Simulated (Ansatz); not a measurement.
`CBCC` + `O[SiH3]` → `CCBO[SiH3]` + CH₄  (ligand exchange at a B–C bond)

Calculated with Ansatz (gas phase, PBE0-D4/def2-TZVP geometries, no zero-point term in ΔE). CCSD(T)/CBS adds triple-zeta CCSD(T) − MP2 to the extrapolated MP2 energy (def2 sets, frozen cores). This one scheme is used for every species. Functionals use def2-TZVPP. Each species was taken in one conformer, which may not be the lowest.

| level | ΔE (kJ/mol) |
| --- | --- |
| r2SCAN0-D4 | -140.7 |
| ωB97X-V | -140.1 |
| r2SCAN0 | -140.3 |
| BHLYP | -147.1 |
| CCSD(T)/def2-SVP | -162.9 |
| CCSD/def2-TZVPP | -143.1 |
| HF/def2-QZVPP | -151.9 |
| MP2/def2-QZVPP | -141.7 |

Task: What does CCSD(T)/CBS give? (Estimate.)

Result: The calculation gave: -140.9 kJ/mol. The listed levels differ from it by 0.2, 0.8, 0.6, -6.2, -22.0, -2.2, -11.0, -0.8 kJ/mol.

Largest T1 diagnostic among the species: 0.011.

Leaving LDA and LC-ωPBE aside and taking each functional with its dispersion term where it has one, the values, not all of them listed here, spread over 14.3 kJ/mol, from BHLYP-D4 to revPBE-D4. At CCSD(T), def2-SVP lies −22.0 kJ/mol from the extrapolated value and def2-TZVPP −2.4 kJ/mol. In def2-TZVPP, CCSD(T) changes the Hartree–Fock value by +8.1 kJ/mol (the triples alone add −0.2 kJ/mol) and MP2 by +8.6 kJ/mol.
